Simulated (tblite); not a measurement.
Compound: C₄H₉N₂Si₂ (doublet state).
Atom-mapped SMILES: `[N:1]=[CH:2][CH2:3][CH2:4][SiH2:5][SiH2:6][C:7]#[N:8]` (hydrogens: H9 on C2; H10, H11 on C3; H12, H13 on C4; H14, H15 on Si5; H16, H17 on Si6)

Computed geometry: GFN2-xTB, gas phase. This method treats the open shell by occupation alone, without spin polarisation.

**Question.** Give the optimised bond lengths and angles.

**Answer.** 
| bond | length (Å) |
| --- | --- |
| N1=C2 | 1.217 |
| C2–C3 | 1.527 |
| C3–C4 | 1.518 |
| C4–Si5 | 1.913 |
| Si5–Si6 | 2.321 |
| Si6–C7 | 1.868 |
| C7≡N8 | 1.146 |
| C2–H9 | 1.099 |
| C3–H10, C3–H11 | 1.091 |
| C4–H12, C4–H13 | 1.092 |
| Si5–H14, Si5–H15 | 1.469 |
| Si6–H16, Si6–H17 | 1.467 |

Bonds in one row agree within 0.01 Å and their mean is given. A selection of angles:
| angle | degrees |
| --- | --- |
| N1–C2–C3 | 125.9 |
| N1–C2–H9 | 122.5 |
| C3–C2–H9 | 111.6 |
| C2–C3–C4 | 110.4 |
| C2–C3–H10 | 107.6 |
| C4–C3–H10 | 110.7 |
| H10–C3–H11 | 109.0 |
| C3–C4–Si5 | 111.7 |
| C3–C4–H12 | 109.9 |
| Si5–C4–H12 | 109.7 |
| H12–C4–H13 | 106.7 |
| C4–Si5–Si6 | 108.8 |
| C4–Si5–H14 | 107.5 |
| Si6–Si5–H14 | 113.5 |
| Si6–Si5–H15 | 112.0 |
| H14–Si5–H15 | 106.9 |
| Si5–Si6–C7 | 107.6 |
| Si5–Si6–H16 | 115.2 |
| C7–Si6–H16 | 104.1 |
| H16–Si6–H17 | 108.9 |
| Si6–C7–N8 | 177.4 |

Dihedral angles: N1–C2–C3–C4 116° (anticlinal); C2–C3–C4–Si5 -179° (antiperiplanar); C3–C4–Si5–Si6 179° (antiperiplanar); C4–Si5–Si6–C7 57° (synclinal). The mirror-image conformer, all signs reversed, is as good.

C2 (carbon bonded to C, N and H) is planar (angles 125.9°, 122.5° and 111.6°, sum 360.0°, 0.01 Å off the plane of its three neighbours). The C–Si distances run from 1.868 Å (Si6–C7, drawn single) to 1.913 Å (C4–Si5, drawn single), a spread of 0.045 Å. The 2 C–N bonds span 1.146 Å (C7≡N8, drawn triple) to 1.217 Å (N1=C2, drawn double), a spread of 0.071 Å. Si5 (silicon bonded to C, Si and 2 H) is distorted tetrahedral (angles from 106.9° to 113.5°). Si6 (silicon bonded to C, Si and 2 H) is distorted tetrahedral (angles from 103.5° to 116.2°).

Point group: C1 (no symmetry element, even within 0.4 Å). Its lowest GFN2-xTB frequency is 11 cm⁻¹, too small to tell a flat minimum from a shallow saddle. 3 starts were optimised and ended at 0.00, 0.04 and 0.42 kcal/mol (GFN2-xTB); the lowest of these is shown.

Time: 0.4 s. Hardware: Arm Neoverse V2, one thread, shared host with 96 logical CPUs at a one-minute load of 49. That covers the optimisation of the geometry.
